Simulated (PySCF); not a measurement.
UHF on P (phosphorus, neutral)

Configuration: [Ne] 3s2 3p3, high-spin 4S determinant. Calculation: PySCF 2.14, in x2c-SVPall (4s3p1d, 18 functions); the spin-free X2C one-electron Hamiltonian (Gaussian nucleus).

```
Total energy                        : -341.402733 hartree
One-electron energy                 : -472.5393 hartree
Hartree (Coulomb) energy            : 153.8690 hartree
Exchange energy                     : -22.7324 hartree
⟨S²⟩                                : 3.7502
⟨L²⟩                                : 0.000
Sum of ⟨r⟩                          : 14.88 bohr
Sum of ⟨r²⟩                         : 29.56 bohr²
Langevin diamagnetic susceptibility : -23.4 ×10⁻⁶ cm³/mol
Time after the integrals            : 0.06 s of wall time on 1 thread of AMD EPYC 7R43 64-Core Processor (shared host)
```

```json
{"shell": "1s α", "electrons": "1", "mean orbital energy (eV)": "-2181.1", "rms radius, mean of both spins (bohr)": "0.120"}
{"shell": "1s β", "electrons": "1", "mean orbital energy (eV)": "-2180.6", "rms radius, mean of both spins (bohr)": "0.120"}
{"shell": "2s α", "electrons": "1", "mean orbital energy (eV)": "-205.37", "rms radius, mean of both spins (bohr)": "0.561"}
{"shell": "2s β", "electrons": "1", "mean orbital energy (eV)": "-204.78", "rms radius, mean of both spins (bohr)": "0.561"}
{"shell": "2p α", "electrons": "3", "mean orbital energy (eV)": "-147.29", "rms radius, mean of both spins (bohr)": "0.540"}
{"shell": "2p β", "electrons": "3", "mean orbital energy (eV)": "-146.24", "rms radius, mean of both spins (bohr)": "0.540"}
{"shell": "3s α", "electrons": "1", "mean orbital energy (eV)": "-22.629", "rms radius, mean of both spins (bohr)": "2.09"}
{"shell": "3s β", "electrons": "1", "mean orbital energy (eV)": "-14.977", "rms radius, mean of both spins (bohr)": "2.09"}
{"shell": "3p α", "electrons": "3", "mean orbital energy (eV)": "-10.554", "rms radius, mean of both spins (bohr)": "2.48"}
```

Densities and radii are taken from the X2C orbitals without a picture-change correction, which distorts them close to the nucleus.
